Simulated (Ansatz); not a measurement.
Ansatz results at the PBE0-D4/def2-TZVP geometry: HOMO–LUMO gap (PBE/def2-TZVPP) 4.78 eV; HOMO energy (PBE0/def2-TZVPP) -7.05 eV; LUMO energy (B3LYP/def2-TZVPP) -0.44 eV.

Each molecule was computed in one conformer, which needn't be the lowest.

(1) Which molecule gave them?
A. `CC(C)[NH][AlH][F]`
B. `CC(C)(C)[O][AlH2]`
C. `C[S][AlH2]`
D. `O=C=[N][AlH2]`

Results:

(1) A. The others give `CC(C)(C)[O][AlH2]`: 4.73, -7.81, -1.12; `C[S][AlH2]`: 4.08, -7.22, -1.47; `O=C=[N][AlH2]`: 4.53, -8.35, -1.95.

B3LYP here is the variant with VWN-RPA as its local correlation; programs differ in this.
